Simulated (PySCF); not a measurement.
How methods differ on the ionisation energy of Hg⁷²⁺

Hg⁷²⁺ [He] 2s2 2p4 (3P) → Hg⁷³⁺ [He] 2s2 2p3 (4S), as a difference of total energies. All numbers are calculated (PySCF 2.14, the spin-free X2C one-electron Hamiltonian (Gaussian nucleus), in an even-tempered Gaussian basis (16 s from 51 bohr⁻², ratio 2.5; 11 p from 66 bohr⁻², ratio 2.5; 5 d from 260 bohr⁻², ratio 2.7; 4 f from 390 bohr⁻², ratio 2.7)). Correlated levels: nothing frozen; virtual orbitals above 40 to 60 times the deepest correlated orbital energy dropped. The calculations carry no spin-orbit coupling.

| method | ionisation energy (eV) |
| --- | --- |
| UHF | 19901.0 |
| MP2 (all electrons) | 19902.8 |
| SCS-MP2 (all electrons) | 19902.9 |
| CCSD (all electrons) | 19902.8 |
| CCSD(T) (all electrons) | 19902.8 |

Spin-orbit coupling is strong in these open shells (close to jj coupling). The scalar numbers leave it out and a first-order estimate fails, so it can dominate the gap to the real levels.

For this ion Breit and QED terms and the two-electron picture change, all absent here, outweigh the differences among the correlated methods.

For comparison: 19310 ± 70 eV (theoretical estimate listed by NIST; NIST Atomic Spectra Database, ionization energies).
